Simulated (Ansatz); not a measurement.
`[SiH3][O][InH][Br]` + silanol → `[SiH3][O][InH][O][SiH3]` + HBr at 700 K and 1 bar (ligand exchange at the In–Br bond).

Isolated molecules relaxed with PBE0-D4/def2-TZVP in Ansatz; ΔE leaves out vibrations. CCSD(T)/CBS adds triple-zeta CCSD(T) − MP2 to the extrapolated MP2 energy (def2 sets, frozen cores). Elements past krypton have def2 core potentials. For Br, In outer-core shells are correlated without core-valence functions, which leaves a few kJ/mol of doubt a bond. Scalar relativity is left out up to krypton. One conformer a species, not always the lowest.

| species | CCSD(T)/CBS energy (Eh) | H − E (kJ/mol) | S (J/(mol·K)) |
| --- | --- | --- | --- |
| `[SiH3][O][InH][Br]` | -3129.89321 | 167.8 | 499.1 |
| `O[SiH3]` | -366.69042 | 144.6 | 321.6 |
| `[SiH3][O][InH][O][SiH3]` | -922.63231 | 270.5 | 580.2 |
| HBr | -2573.91920 | 36.5 | 223.7 |

H − E and S are ideal-gas, rigid-rotor, harmonic terms from PBE0-D4/def2-TZVP, for one conformer and one mirror image of each species. 1 Eh = 2625.50 kJ/mol, R = 8.31446 J/(mol·K).

By hand: ΔE, ΔH, ΔS and ΔG.

ΔE = (-922.63231) + (-2573.91920) − (-3129.89321) − (-366.69042) = 0.03212 Eh = 84.3 kJ/mol. Δ(H − E) = 270.5 + 36.5 − 167.8 − 144.6 = -5.4, so ΔH = 78.9 kJ/mol. ΔS = 580.2 + 223.7 − 499.1 − 321.6 = -16.8 J/(mol·K). ΔG = 78.9 − 700 × (-16.8)/1000 = 90.7 kJ/mol.

By hand: the equilibrium constant, and the temperature at which ΔG would vanish if ΔH and ΔS stayed fixed.

log₁₀ K = −ΔG/(RT ln 10) = -6.8. ΔH and −TΔS have one sign here, so there is no such temperature.

ΔH outweighs TΔS. A doubt of 5 kJ/mol in ΔE shifts log₁₀ K by 0.4 here. Other conformers and mirror images would add mixing entropy, several J/(mol·K) or more a flexible species. Modes under 60 cm⁻¹, often nearly free rotors, make the harmonic entropy too high. These are equilibria of isolated gas molecules and say nothing of rates. Largest T1 diagnostic: 0.015 (customary marks: 0.02 for closed shells, 0.045 for open ones).
